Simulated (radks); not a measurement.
K3+, 16 electrons, occupied as [Ne] 3s2 3p4.

Method: Dirac Kohn-Sham, PBEsol, spin-unpolarised, spherical densities, finite nucleus; open shells fill j = l - 1/2 first; Fermi nuclear charge, rms radius 3.4349 fm; computed with a radial shooting solver on a logarithmic mesh with Libxc functionals.

Energy parts (hartree):
total: -598.24792
kinetic: 602.41189
electron-nucleus: -1401.97588
Hartree: 232.66934
exchange-correlation: -31.35327

Orbitals (lengths in bohr, moments of r in powers of bohr; r(90%) holds 90 % of the orbital's charge):
| orbital | occ. | eigenvalue (hartree) | <1/r> | <r> | <r^4> | r(90%) | small-component weight |
|---|---|---|---|---|---|---|---|
| 1s1/2 | 2 | -130.8492 | 18.70 | 0.08112 | 0.0002020 | 0.145 | 4.59e-03 |
| 2s1/2 | 2 | -14.52196 | 3.807 | 0.3874 | 0.05644 | 0.604 | 7.56e-04 |
| 2p1/2 | 2 | -11.91841 | 3.730 | 0.3484 | 0.04757 | 0.576 | 7.35e-04 |
| 2p3/2 | 4 | -11.81191 | 3.695 | 0.3509 | 0.04873 | 0.580 | 7.29e-04 |
| 3s1/2 | 2 | -2.65468 | 1.162 | 1.202 | 4.324 | 1.79 | 1.53e-04 |
| 3p1/2 | 2 | -2.01770 | 1.056 | 1.290 | 6.226 | 1.96 | 1.32e-04 |
| 3p3/2 | 2 | -2.00559 | 1.050 | 1.296 | 6.337 | 1.97 | 1.31e-04 |

The highest occupied level is 3p3/2 at -54.575 eV. The electron density at the nucleus is 5182 e/bohr^3. The density falls to 0.001 e/bohr^3 at r = 2.89 bohr. Summed over all electrons, <r^2> = 12.38 bohr^2, which gives a Langevin (diamagnetic) susceptibility term of -9.8 x 10^-6 cm^3/mol. For comparison, the ionisation energy in NIST's Atomic Spectra Database is 60.92 eV (semi-empirical). In exact Kohn-Sham theory the highest level is minus the ionisation energy, but local and semilocal functionals leave it too shallow, through self-interaction and a potential that decays too fast; potentials with the right tail come closer.

Beside tabulated values, note that spin-unpolarised runs miss the spin-polarisation part of the exchange energy of open shells.
